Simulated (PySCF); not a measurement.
C$_{2}$H$_{4}$NO, doublet (typed; the unrestricted solution is spin-contaminated), at the geometry optimised at the base level; HF/STO-3G, frequencies run with PySCF.

The PySCF input:
```python
from pyscf import gto, scf
from pyscf.hessian import thermo

mol = gto.Mole()
mol.atom = '''
    O     0.53820894    1.12573216    0.48462108
    C     0.07206669    0.06132031    0.02512069
    N     1.00850960   -0.83843936   -0.40305447
    C    -1.41406463   -0.30585880   -0.09378803
    H    -1.91938812    0.42450400   -0.72035461
    H    -1.51363139   -1.29379619   -0.53022728
    H    -1.87120495   -0.29273744    0.89222306
    H     1.99097338   -0.50752129   -0.28522453
'''
mol.basis = 'sto-3g'
mol.spin = 1
mol.verbose = 3
mol.build()

mf = scf.UHF(mol)
mf.kernel()
hess = mf.Hessian().kernel()
freq = thermo.harmonic_analysis(mf.mol, hess)
thermo.dump_normal_mode(mf.mol, freq)
th = thermo.thermo(mf, freq['freq_au'], 1500, 101325)
thermo.dump_thermo(mf.mol, th)
```

Output, abridged:

```
converged SCF energy = -204.68012249589  <S^2> = 1.0841149  2S+1 = 2.3100779
Mode                                 0                   1                   2
Irrep
Freq [cm^-1]                      -30.3476            343.8680            391.4407
Reduced mass [au]                   1.0868              4.4419              3.2144
Force const [Dyne/A]               -0.0006              0.3095              0.2902
Char temp [K]                       0.0000            494.7495            563.1961
Normal mode                   x     y     z       x     y     z       x     y     z
       0   O                 0.00 -0.02  0.04    0.00 -0.03  0.07   -0.11 -0.05 -0.02
       1   C                 0.00 -0.00  0.00   -0.01  0.09 -0.21    0.02 -0.09 -0.04
       2   N                -0.00  0.02 -0.05    0.00 -0.04  0.08    0.13 -0.00 -0.01
       3   C                 0.00 -0.00  0.00    0.00 -0.01  0.02   -0.03  0.10  0.05
       4   H                 0.11 -0.31 -0.45   -0.18 -0.08  0.08    0.07  0.22  0.10
       5   H                 0.01 -0.22  0.50    0.00 -0.04  0.10   -0.30  0.12  0.06
       6   H                -0.12  0.54 -0.06    0.18  0.00  0.10    0.07  0.22  0.09
       7   H                -0.00  0.01 -0.02   -0.01  0.10 -0.22    0.08  0.12  0.05
Mode                                 3                   4                   5
Irrep
Freq [cm^-1]                      534.5842            553.1191            973.3848
Reduced mass [au]                   1.1144              3.7886              3.2482
Force const [Dyne/A]                0.1876              0.6829              1.8133
Char temp [K]                     769.1476            795.8152           1400.4839
Normal mode                   x     y     z       x     y     z       x     y     z
       0   O                 0.00 -0.00  0.01    0.12 -0.07 -0.04    0.02  0.09  0.04
       1   C                -0.00  0.03 -0.06   -0.08 -0.01 -0.00    0.06  0.04  0.01
       2   N                -0.00  0.02 -0.05    0.06  0.09  0.04    0.09 -0.07 -0.03
       3   C                 0.00 -0.01  0.02   -0.12 -0.02 -0.01   -0.16 -0.04 -0.01
       4   H                -0.13 -0.06  0.08   -0.13 -0.03 -0.01   -0.20 -0.06 -0.02
       5   H                 0.00 -0.03  0.07   -0.10 -0.02 -0.01   -0.18 -0.04 -0.01
       6   H                 0.14 -0.02  0.09   -0.13 -0.04 -0.01   -0.20 -0.05 -0.02
       7   H                 0.02 -0.37  0.83   -0.05  0.36  0.16    0.18 -0.28 -0.13
Mode                                 6                   7                   8
Irrep
Freq [cm^-1]                     1154.1248           1223.6039           1324.4150
Reduced mass [au]                   1.6427              1.3430              1.6264
Force const [Dyne/A]                1.2892              1.1847              1.6809
Char temp [K]                    1660.5286           1760.4935           1905.5383
Normal mode                   x     y     z       x     y     z       x     y     z
       0   O                -0.03 -0.04 -0.01   -0.00  0.00 -0.01   -0.01 -0.08 -0.03
       1   C                -0.04  0.05  0.02    0.00 -0.04  0.08    0.01 -0.02 -0.01
       2   N                 0.06 -0.08 -0.04    0.00 -0.00  0.00   -0.00  0.12  0.06
       3   C                -0.01  0.10  0.05   -0.00  0.05 -0.11   -0.02  0.03  0.02
       4   H                -0.20 -0.18 -0.12   -0.54 -0.14  0.11   -0.06 -0.05 -0.04
       5   H                 0.61  0.06  0.01    0.01 -0.10  0.23    0.18  0.02  0.00
       6   H                -0.20 -0.21 -0.04    0.55  0.02  0.15   -0.06 -0.07 -0.00
       7   H                -0.00  0.13  0.06   -0.00  0.04 -0.09    0.27 -0.62 -0.28
Mode                                 9                  10                  11
Irrep
Freq [cm^-1]                     1468.1232           1682.2356           1750.5981
Reduced mass [au]                   3.8410              1.3923              4.5116
Force const [Dyne/A]                4.8777              2.3215              8.1462
[...]
Normal mode                   x     y     z       x     y     z       x     y     z
       0   O                -0.01 -0.05 -0.02   -0.02 -0.05 -0.02    0.04  0.09  0.04
       1   C                -0.14  0.16  0.07    0.06  0.07  0.03   -0.17 -0.11 -0.04
       2   N                 0.07 -0.04 -0.02   -0.02  0.01  0.00    0.04 -0.01 -0.01
       3   C                 0.04 -0.05 -0.02    0.10  0.02  0.01    0.09  0.04  0.01
       4   H                 0.16  0.14  0.10   -0.38 -0.26  0.07   -0.11 -0.15 -0.04
       5   H                -0.16 -0.03 -0.01   -0.50  0.06  0.04   -0.18  0.06  0.03
       6   H                 0.16  0.17  0.03   -0.39 -0.13 -0.22   -0.11 -0.14 -0.08
       7   H                 0.14 -0.17 -0.08   -0.04  0.06  0.03    0.10 -0.17 -0.08
Mode                                12                  13                  14
Irrep
Freq [cm^-1]                     1795.9805           1804.0021           3569.5635
Reduced mass [au]                   1.0479              1.0627              1.0377
Force const [Dyne/A]                1.9915              2.0377              7.7900
Char temp [K]                    2584.0161           2595.5574           5135.8072
Normal mode                   x     y     z       x     y     z       x     y     z
       0   O                -0.00  0.00 -0.00   -0.01 -0.01 -0.01   -0.00 -0.00 -0.00
       1   C                 0.00 -0.00  0.01    0.01  0.03  0.01   -0.00 -0.00 -0.00
       2   N                 0.00 -0.00  0.00   -0.00 -0.00 -0.00   -0.00 -0.00 -0.00
       3   C                 0.00 -0.02  0.05   -0.03  0.04  0.02    0.05  0.01  0.00
       4   H                -0.18 -0.37 -0.22    0.30 -0.21 -0.53   -0.27  0.40 -0.34
       5   H                -0.02  0.29 -0.65   -0.31  0.06  0.04   -0.04 -0.47 -0.21
       6   H                 0.17  0.42  0.12    0.32 -0.53  0.19   -0.25  0.00  0.54
       7   H                -0.00  0.00 -0.00   -0.01  0.02  0.01    0.00  0.00  0.00
Mode                                15                  16                  17
Irrep
Freq [cm^-1]                     3744.5629           3772.5936           3917.8577
Reduced mass [au]                   1.1076              1.1108              1.0768
Force const [Dyne/A]                9.1506              9.3149              9.7385
Char temp [K]                    5387.5922           5427.9222           5636.9249
Normal mode                   x     y     z       x     y     z       x     y     z
       0   O                -0.00  0.00 -0.00    0.00  0.00  0.00    0.00 -0.00 -0.00
       1   C                 0.00 -0.00  0.00    0.00  0.00  0.00    0.00 -0.00 -0.00
       2   N                -0.00  0.00 -0.00    0.00  0.00  0.00   -0.07 -0.02 -0.01
       3   C                -0.00  0.04 -0.08    0.02 -0.08 -0.04    0.00 -0.00 -0.00
       4   H                 0.31 -0.45  0.38   -0.16  0.23 -0.20   -0.00  0.00 -0.00
       5   H                -0.00  0.00 -0.00    0.07  0.74  0.33    0.00  0.01  0.00
       6   H                -0.28  0.01  0.61   -0.14  0.00  0.31   -0.00  0.00  0.00
       7   H                -0.00  0.00 -0.00   -0.01 -0.00 -0.00    0.91  0.30  0.11
temperature 1500.0000 [K]
pressure 101325.00 [Pa]
Rotational constants [GHz] 12.45048 8.62540 5.26212
Symmetry number 1
Zero-point energy (ZPE) 0.06835 [Eh]   179464.119 [J/mol]
                           tot       elec      trans        rot        vib
Entropy [J/mol/K]       441.808      5.763    192.982    119.967    123.096
Cv [J/mol/K]            133.531      0.000     12.472     12.472    108.588
Cp [J/mol/K]            141.846      0.000     20.786     12.472    108.588
Internal energy [J/mol]                     18707.535  18707.535 276248.670
Internal energy [Eh]   -204.56065  -204.68012
Enthalpy [J/mol]                            31179.224  18707.535 276248.670
Enthalpy [Eh]          -204.55590
Gibbs free energy [J/mol]                  -258293.622 -161243.490  91604.783
Gibbs free energy [Eh] -204.80832
```
